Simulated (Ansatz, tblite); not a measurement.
Removing and adding an electron: the cluster Te₂Pb. Charge 0, multiplicity 1. Geometry: r2SCAN-D4/def2-SVP. Ansatz, gas phase; energy differences of separate SCF runs; the oxidised species was run as a doublet alone; the reduced species was run as a doublet alone.

| atom | x (Å) | y (Å) | z (Å) |
| --- | --- | --- | --- |
| Pb1 | 0.620 | 0.408 | -1.465 |
| Te2 | -1.580 | 0.291 | 0.333 |
| Te3 | 0.959 | -0.699 | 1.132 |

In the def2 sets Pb, Te take a core potential; there is no spin–orbit coupling. The xTB rows come from tblite. The structure comes from a short search, and lower isomers may exist.

| level | −HOMO (eV) | vertical IE (eV) | −LUMO (eV) | vertical EA (eV) | HOMO–LUMO gap (eV) | IE − EA (eV) | remarks |
| --- | --- | --- | --- | --- | --- | --- | --- |
| GFN1-xTB | 8.11 | 11.37 | 6.55 | 3.67 | 1.56 | 7.70 | – |
| GFN2-xTB | 8.29 | 11.80 | 6.85 | 3.50 | 1.44 | 8.30 | – |
| PBE-D4/def2-TZVP | 4.53 | 7.03 | 3.46 | – | 1.08 | – | – |
| PBE-D4/def2-TZVPD | 4.56 | – | 3.48 | 1.29 | 1.08 | – | HOMO above zero (-1 doublet) |
| r2SCAN-D4/def2-TZVP | 4.72 | 7.09 | 3.38 | – | 1.34 | – | – |
| r2SCAN-D4/def2-TZVPD | 4.74 | – | 3.39 | 1.45 | 1.35 | – | HOMO above zero (-1 doublet) |
| PBE0-D4/def2-TZVP | 5.42 | 7.13 | 2.89 | – | 2.54 | – | – |
| PBE0-D4/def2-TZVPD | 5.44 | – | 2.90 | 1.43 | 2.54 | – | HOMO above zero (-1 doublet) |

   A HOMO above zero means that the electron is unbound at that level or that self-interaction error raises the level; the energy of removing that electron tells which. Raw xTB energy differences between charge states are shifted by several eV; the methods need an empirical correction for them.
